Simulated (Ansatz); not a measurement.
Molecule: C₂H₉Si₂, charge -1, multiplicity 1. It need not be the lowest isomer of its formula. Whether it binds its extra electron was not tested at this geometry. 
Geometry from a B3LYP-D3(BJ)/def2-TZVP (Ansatz, a quantum-chemistry and plane-wave program) optimisation:
SMILES: C[SiH](C)[SiH2-]
```xyz
13

C      1.8337    -0.8305     0.1941
Si     0.1364    -0.2399    -0.4679
C     -0.9970    -1.7731    -0.2760
Si    -0.5212     1.8117     0.4933
H      1.7781    -0.9850     1.2758
H      2.1583    -1.7695    -0.2661
H      2.6013    -0.0744     0.0113
H      0.3499    -0.1562    -1.9625
H     -1.9771    -1.5766    -0.7174
H     -0.5792    -2.6708    -0.7470
H     -1.1547    -1.9834     0.7857
H     -0.8626     1.1232     1.8273
H     -1.9466     1.7097    -0.0722
```
Charge -1, spin multiplicity 1.

Total electronic energies in hartree. Valence correlation only, unless marked. Spin-orbit coupling is left out. Non-relativistic. Basis-set limits of correlation are two-point, X^-3; Hartree-Fock from the larger set. The bracket is a focal-point correction in the basis named.

```
level                                                                             program  energy (Eh)
-------------------------------------------------------------------------  --------------  -----------
HSE06-D3(BJ)/def2-TZVPD                                                    Ansatz + dftd3   -660.32640
B2GP-PLYP-D3(BJ)/def2-TZVPD                                                Ansatz + dftd3   -660.25584
PBE-QIDH/def2-TZVPD                                                                Ansatz   -660.14563
MP2/6-31G                                                                          Ansatz   -658.98912
SCS-MP2/STO-3G                                                                     Ansatz   -651.30415
SCS-MP2/aug-cc-pV(D+d)Z                                                            Ansatz   -659.40250
SCS-MP2/cc-pVTZ                                                                    Ansatz   -659.53556
RI-MP2/CBS(aug-cc-pV(T+d)Z,aug-cc-pV(Q+d)Z)+[CCSD(T)-MP2]/aug-cc-pV(Q+d)Z          Ansatz    -659.6956
CCSD(T)/CBS(aug-cc-pV(T+d)Z,aug-cc-pV(Q+d)Z)                                       Ansatz    -659.6909
```

Totals of different functionals don't rank their quality; only differences between species are comparable.
